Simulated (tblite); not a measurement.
Species: C8H10NP.
Z-matrix (Å and degrees, GFN2-xTB geometry), rows numbered from 1:
```
C 
C   1  1.5043
P   2  1.7458  1  115.63
C   3  1.7310  2  100.07  1  -179.84
C   4  1.3799  3  122.90  2     0.10
N   5  1.3153  4  126.69  3    -0.18
C   6  1.3312  5  122.42  4     0.05
C   7  1.4807  2  121.00  1    -0.43
C   8  1.5089  7  118.44  2   146.64
C   9  1.4872  8   60.48  7   107.71
H   1  1.0901  2  111.08  3  -120.11
H   1  1.0903  2  110.92  3   119.36
H   1  1.0897  2  109.91  3    -0.33
H   4  1.0819  3  117.89  2  -179.95
H   5  1.0865  4  119.33  3   179.87
H   8  1.0799  7  115.83  2     0.55
H   9  1.0794  8  117.78 10   109.52
H   9  1.0784  8  116.48 10  -108.04
H  10  1.0796  8  117.80  9  -109.55
H  10  1.0784  8  116.45  9   108.05
```

Method: GFN2-xTB as coded in tblite; computed harmonic values from a numerical Hessian at the method's own geometry, unscaled. Errors from tens to a few hundred cm⁻¹ against measured bands are possible. One conformer, not necessarily the lowest.

Harmonic wavenumbers (cm⁻¹): 34.5, 77.6, 171.3, 179.0, 216.6, 254.4, 290.0, 362.4, 378.0, 411.6, 473.9, 495.7, 682.3, 685.2, 750.9, 775.4, 803.2, 863.4, 863.8, 902.3, 903.1, 948.7, 988.2, 1013.4, 1043.0, 1069.8, 1071.5, 1089.6, 1093.1, 1136.8, 1156.7, 1165.3, 1259.0, 1265.0, 1306.5, 1343.5, 1388.8, 1400.5, 1412.9, 1449.8, 1469.7, 1482.4, 1491.6, 1532.4, 2990.9, 2999.4, 3000.0, 3011.2, 3048.6, 3083.2, 3084.7, 3088.9, 3107.9, 3123.2.

A = 2093, B = 919.5, C = 675.1 MHz; mass 151.055 u (most abundant isotopes); point group Cs, symmetry number 1.

Problem. What is the zero-point energy?

Solution. ½Σν̃ = 34845 cm⁻¹ = 416.84 kJ/mol.

Problem. What is S at 298.15 K and 1 bar for an ideal gas of classical rigid rotors and harmonic oscillators?

Solution. Translation 171.43, rotation 125.07, vibration 112.41: S = 408.9 J/(mol K).

Problem. And Cp and H(298.15 K) − H(0)?

Solution. Cp = 161.59 J/(mol K), of which vibrations give 128.33 (their classical limit is 54 R = 449.0); H(298.15 K) − H(0) = 27.99 kJ/mol without the zero-point energy, 18.07 from vibrations.

Problem. Which modes carry the vibrational entropy at 298.15 K?

Solution. 34.5 cm⁻¹: 23.23; 77.6 cm⁻¹: 16.53; 171.3 cm⁻¹: 10.13; 179.0 cm⁻¹: 9.79; 216.6 cm⁻¹: 8.31; 254.4 cm⁻¹: 7.11 J/(mol K); the other 48 give 37.30 together.

Problem. What must be added to the electronic energy to get the Gibbs energy at 298.15 K and 1 bar?

Solution. ZPE + [H(298.15 K) − H(0)] − T·S = 416.84 + 27.99 − 121.92 = 322.91 kJ/mol.

Problem. How do the functions run with temperature in this model?

Solution. 
| T (K) | S (J/(mol K)) | Cp (J/(mol K)) | H − H(0) (kJ/mol) | G − H(0) (kJ/mol) | ln q(vib) |
| --- | --- | --- | --- | --- | --- |
| 50 | 249.8 | 50.4 | 2.05 | -10.44 | 0.59 |
| 100 | 291.4 | 72.2 | 5.11 | -24.03 | 1.60 |
| 373.15 | 449.1 | 197.7 | 41.48 | -126.11 | 8.09 |
| 500 | 514.6 | 250.4 | 70.03 | -187.27 | 11.32 |
| 750 | 630.8 | 321.5 | 142.28 | -330.83 | 17.70 |
| 1000 | 729.8 | 365.9 | 228.60 | -501.24 | 23.78 |

q(vib) and H(0) count from the zero-point level.

Problem. Blend soft modes into free rotors: weight 1/[1 + (100 cm⁻¹/ν̃)⁴] for the oscillator and the rest for a rotor with moment μB/(μ + B), μ = h/(8π²ν), B = 10⁻⁴⁴ kg m². What vibrational entropy results?

Solution. 103.08 J/(mol K) in place of 112.41, which changes −T·S at 298.15 K by +2.78 kJ/mol.

Hindered rotation and anharmonicity are outside this model. Other conformers, if any are populated, would add a mixing term that is left out.
